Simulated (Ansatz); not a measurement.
Reactions of C2H8BNSi, SMILES `BN[SiH2]C=C`.

Program: Ansatz. Geometries: PBE0-D4/def2-TZVP. ΔE: electronic, gas phase. CCSD(T)/CBS adds triple-zeta CCSD(T) − MP2 to the extrapolated MP2 energy (def2 sets, frozen cores). This one scheme is used for every species. Each species was taken in one conformer, which may not be the lowest.

| reaction | CCSD(T)/CBS(def2) (kcal/mol) |
| --- | --- |
| `BN[SiH2]C=C` + H₂O → `BN[SiH2]O` + ethylene | -23.3 |
| `BN[SiH2]C=C` + `CN[SiH2]N` → `BN[SiH2]NC` + `C=C[SiH2]N` | ? |
| `BN[SiH2]C=C` → `CN1B[SiH]1C` | 17.3 |
| `BN[SiH2]C=C` + `[AlH2][SH]` → `C=C[SiH2][S][AlH2]` + `BN` | -5.5 |
| `BN[SiH2]C=C` → `C=C[SiH2]BN` | ? |
| `BN[SiH2]C=C` + `N=CCl` → `BN[SiH2]Cl` + `C=CC=N` | ? |
| `BN[SiH2]C=C` → `BNC=C` + `[SiH2]` | 76.2 |
| `BN[SiH2]C=C` + `C=C(N)O` → `C=COC(=C)N` + `BN[SiH3]` | 18.2 |
| `BN[SiH2]C=C` + H₂S → `C=C[SiH2]S` + `BN` | -3.8 |
| `BN[SiH2]C=C` + `N=CO` → `BOC=N` + `C=C[SiH2]N` | 7.3 |

(1) Fill in the missing values. (Estimate.)

Largest T1 diagnostic: 0.015, for `BOC=N`.

Results:

(1) Computed: `BN[SiH2]C=C` + `CN[SiH2]N` → `BN[SiH2]NC` + `C=C[SiH2]N`: +0.3 kcal/mol; `BN[SiH2]C=C` → `C=C[SiH2]BN`: +15.6 kcal/mol; `BN[SiH2]C=C` + `N=CCl` → `BN[SiH2]Cl` + `C=CC=N`: -31.2 kcal/mol.
